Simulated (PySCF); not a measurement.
# Bond lengths and vibrations by method: AlBClH3N

These are calculations, not measurements. The program is PySCF 2.14.0, an open-source quantum chemistry code, run on an isolated molecule that a program drew, which may never have been made. The molecule is AlBClH3N (charge 0, doublet), drawn as the SMILES string `B[NH][Al][Cl]`.

The geometry was optimised and harmonic frequencies were computed with HF and MP2, all in the cc-pV(D+d)Z basis, for the commonest isotopes, with a restricted reference for singlets and an unrestricted one otherwise, and a frozen core in MP2. Each result is a local minimum of its method.

Geometry at the HF minimum:
```xyz
7
AlBClH3N, angstrom
B    -1.0971   -0.6108   -2.7746
N    -0.2484   -0.9224   -1.6866
Al    1.1519   -2.0516   -1.6223
Cl    1.6959   -3.1272   -3.3677
H    -0.9191   -1.1362   -3.8395
H    -1.9942    0.1792   -2.6302
H    -0.4741   -0.4340   -0.8367
```

Lengths of the bonds as drawn, in Å (atoms numbered as above):
| bond | HF | MP2 |
|---|---|---|
| B1-N2 | 1.415 | 1.424 |
| N2-Al3 | 1.800 | 1.824 |
| Al3-Cl4 | 2.121 | 2.115 |
| B1-H5 | 1.201 | 1.207 |
| B1-H6 | 1.204 | 1.209 |
| N2-H7 | 1.006 | 1.022 |

Rotational constants, in GHz:
| constant | HF | MP2 |
|---|---|---|
| A | 10.18 | 10.02 |
| B | 2.518 | 2.528 |
| C | 2.019 | 2.019 |

Harmonic frequencies in cm^-1, each column in rising order, so a row needn't be the same motion in every method:
| rank | HF | MP2 |
|---|---|---|
| 1 | 110 | 98 |
| 2 | 139 | 132 |
| 3 | 289 | 275 |
| 4 | 308 | 281 |
| 5 | 500 | 502 |
| 6 | 720 | 689 |
| 7 | 857 | 836 |
| 8 | 993 | ? |
| 9 | 1107 | 1041 |
| 10 | 1213 | 1167 |
| 11 | 1349 | 1251 |
| 12 | 1432 | 1361 |
| 13 | 2655 | 2612 |
| 14 | 2727 | 2698 |
| 15 | 3765 | 3583 |

**Estimate the missing MP2 frequency from the HF column.**

A single factor s that minimises the squared misfit of MP2 against s times HF over the other rows is sum(HF x MP2) / sum(HF^2) = 0.9649, with an rms misfit of 32 cm^-1. For rank 8 it gives 0.9649 x 993 = 958 cm^-1. The calculation gives 934 cm^-1, 24 cm^-1 below the estimate. The drawn bonds are on average 0.7 % longer in MP2 than in HF.
